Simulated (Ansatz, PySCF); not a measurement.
This Ansatz (a quantum-chemistry and plane-wave program) input computes a SVWN5/def2-TZVPD energy:

Ansatz 0.2 input:
```yaml
crystal:
  periodic: [false, false, false]
  atoms:
    - {symbol: P, position_ang: [-1.02027206, -0.47127800, -0.05348212]}
    - {symbol: P, position_ang: [1.02027508, 0.47110689, 0.05491295]}
    - {symbol: H, position_ang: [-1.51764144, 0.25666815, 1.06041507]}
    - {symbol: H, position_ang: [-1.51478581, 0.48948324, -0.97567300]}
    - {symbol: H, position_ang: [1.52191029, -0.49872576, 0.96366793]}
    - {symbol: H, position_ang: [1.51047169, -0.24485897, -1.06987245]}
basis:
  gaussian:
    orbitals: def2-TZVPD
hamiltonian:
  xc: {name: SVWN5}
output: {forces: true}
```

Write an input for the same energy in PySCF and say what it gives.


```python
from pyscf import gto, scf, dft

mol = gto.M(
    atom='''
    P    -1.02027206   -0.47127800   -0.05348212
    P     1.02027508    0.47110689    0.05491295
    H    -1.51764144    0.25666815    1.06041507
    H    -1.51478581    0.48948324   -0.97567300
    H     1.52191029   -0.49872576    0.96366793
    H     1.51047169   -0.24485897   -1.06987245
    ''',
    basis='def2-tzvpd',
    charge=0,
    spin=0,
    verbose=4,
)

mf = dft.RKS(mol, xc='svwn').density_fit(auxbasis='def2-universal-jkfit')
mf.grids.level = 3
mf.conv_tol = 1e-9
mf.max_cycle = 100
mf.max_memory = 1500
mf.kernel()
if not mf.converged:
    mf = mf.newton()
    mf.kernel(mf.make_rdm1())
mf.analyze()
```
It gives -682.56589 Eh, and Ansatz -682.56584 Eh, a difference of 0.05 mEh, from the treatment of integrals and grids.
